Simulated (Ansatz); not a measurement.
Born–Oppenheimer molecular dynamics of ClGeH5O (8 atoms, charge 0, multiplicity 1). It starts at the highest image of a converged band. Of that band: Neighbouring images differ by up to 1.5 eV, so the band resolves the path poorly. A vibrational analysis at the climbing image gives one clearly imaginary mode, 828i cm⁻¹: a first-order saddle point.

Theory: Ansatz 0.2.0, RKS BHLYP-D4/def2-SVP.

- ensemble: NVE (velocity Verlet)
- time step: 0.5 fs
- steps asked: 200
- starting velocities drawn for: 100 K
- seed: 6589

First frame:

```xyz
8
Properties=species:S:1:pos:R:3
Ge 0.072 -0.241 -0.134
Cl -0.751 -0.921 2.338
H 1.115 -0.257 -1.254
H -0.371 1.150 0.266
O -1.006 -1.521 -0.589
H -1.554 -1.771 0.161
H 1.498 -0.692 0.945
H 0.882 -0.829 1.534
```

Question: What does the run give?

Answer: The run went to its last step.

```yaml
steps_done: 200
time_covered: 100 fs
mean_temperature_over_the_second_half: 2146 K
spread_of_the_potential_energy_over_the_second_half: 28.0 meV per atom
mean_potential_energy_of_the_second_half_above_the_start: -198.4 meV per atom
```

The conserved energy stayed within 0.075 meV per atom of its start (net change -0.01 meV per atom), so the integration is sound. The system heated up, since it started high on the potential surface and ran downhill. A run of 0.1 ps of so small a system gives no equilibrium averages. The orbitals stay closed-shell, which can raise the energy where a bond breaks towards radicals; this wasn't checked here.

Question: What happens to the structure?

Answer: The step under study would form Ge1–H7, Cl2–H8 and break Ge1–Cl2, H7–H8. These pairs go: Ge1–H7 1.84 → 8.10 Å, Cl2–H8 1.82 → 7.10 Å, Ge1–Cl2 2.69 → 2.45 Å, H7–H8 0.86 → 0.75 Å. In the last frame they stand as before the step (other bonds may differ from the relaxed reactants and products). It ends as ClGeH3O + H2. Pairs count as bonded within 1.25 times the sum of covalent radii (0.12 Å more for H–H). Another seed would give other details.

Question: How do temperature and energy run in time?

Answer: 
```csv
time (fs),T (K),potential energy less start (eV),conserved less start (meV/atom)
0.0,100,0.000,0.00
3.0,71,0.023,0.03
6.0,38,0.049,0.05
9.0,28,0.056,0.02
12.0,34,0.051,0.02
15.0,67,0.026,0.05
18.0,115,-0.011,0.04
21.0,179,-0.061,0.01
24.0,231,-0.101,0.05
27.0,330,-0.178,0.06
30.0,509,-0.317,0.02
33.0,728,-0.487,0.04
36.0,1006,-0.702,0.05
39.0,1312,-0.940,0.02
42.0,1610,-1.171,0.01
45.0,1876,-1.377,0.03
48.0,2119,-1.566,0.03
51.0,2357,-1.751,-0.02
54.0,2500,-1.862,-0.01
57.0,2529,-1.884,0.01
60.0,2425,-1.803,-0.02
63.0,2156,-1.595,-0.02
66.0,1822,-1.336,0.03
69.0,1575,-1.143,0.07
72.0,1563,-1.135,0.04
75.0,1795,-1.315,0.01
78.0,2107,-1.556,0.01
81.0,2320,-1.722,-0.02
84.0,2348,-1.744,-0.03
87.0,2260,-1.675,0.02
90.0,2222,-1.645,0.05
93.0,2245,-1.664,0.00
96.0,2220,-1.644,-0.03
99.0,2057,-1.517,0.01
```

Time of the run: 7 min on 2 threads of Arm Neoverse V1, with other jobs on the host, peak memory 0.18 GiB.
